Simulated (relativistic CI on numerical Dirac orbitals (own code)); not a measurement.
# Mo34+: sensitivity of the levels to the model

Base calculation: Dirac-Coulomb-Breit CI, KLI orbitals optimised for each configuration, model QED (radiative potential, 1s self-energy scaled to tabulated hydrogen-like ionisation energies), unscaled Slater integrals.

Configuration list (outside the closed core 1s2): 2s2 2p4, 2s 2p5, 2p6, 2p5 3s, 2p5 3p, 2p5 3d, 2s2 2p3 3s, 2s2 2p3 3p, 2s2 2p3 3d, 2s 2p4 3s, 2s 2p4 3p, 2s 2p4 3d, 2s2 2p3 4s, 2s2 2p3 4p, 2s2 2p3 4d, 2s2 2p3 4f, 2s 2p4 4s, 2s 2p4 4p, 2s 2p4 4d, 2s 2p4 4f, 2s2 2p2 3s2, 2s2 2p3 5s, 2s2 2p2 3s 3p, 2s2 2p3 5p, 2s2 2p3 5d, 2s2 2p3 5f, 2s2 2p3 5g, 2s2 2p2 3p2, 2s2 2p2 3s 3d, 2s2 2p2 3p 3d, 2s 2p3 3s2, 2s2 2p2 3d2, 2s 2p3 3s 3p, 2s 2p3 3p2, 2s 2p3 3s 3d, 2s 2p4 5s. Levels of other configurations are missing.

Variants: (1) P86 correlation estimate; (2) QED terms removed. Shifts of the energy above 2s2 2p4 3P_2, in eV, for the lowest level and the first level of each name with at least 55 % of one term (blank where a level changes its place among those of its configuration and J or its character, or is not in the variant):

```
           Level     Base   Δ(1)   Δ(2)
    2s2 2p4 3P_2     0.00   0.00   0.00
    2s2 2p4 1S_0    25.80   0.00  +0.02
    2s2 2p4 3P_1   106.97   0.00  -0.23
    2s2 2p4 1D_2   121.24   0.00  -0.22
    2s2 2p4 3P_0   238.16   0.00  -0.41
    2s 2p5 3P°_2   296.14  +0.32  +2.26
    2s 2p5 3P°_1   330.67  +0.32  +2.25
    2s 2p5 3P°_0   408.93  +0.32  +2.03
    2s 2p5 1P°_1   439.51  +0.32  +2.06
        2p6 1S_0   657.68  +0.54  +4.46
 2s2 2p3 3p 3P_0  2670.70  +1.60  +0.08
2s2 2p3 3s 3D°_3  2673.90  +1.43  -0.75
2s2 2p3 3s 1D°_2  2678.26  +1.43  -0.76
2s2 2p3 3s 3P°_0  2695.16  +1.43  -0.72
```

At this charge energies of transitions that change n are usually good to better than 1 %, and those within a shell (Δn = 0) to a few per cent.

Ionisation energy from the two ground configurations alone: base 4614.64 eV; P86 correlation estimate 4616.44 eV. The NIST ASD value (semi-empirical) is 4618 eV.

LS names give the leading component of a level, which can be under half, so a name can repeat, a term be missing and a line seem to break the LS rules.
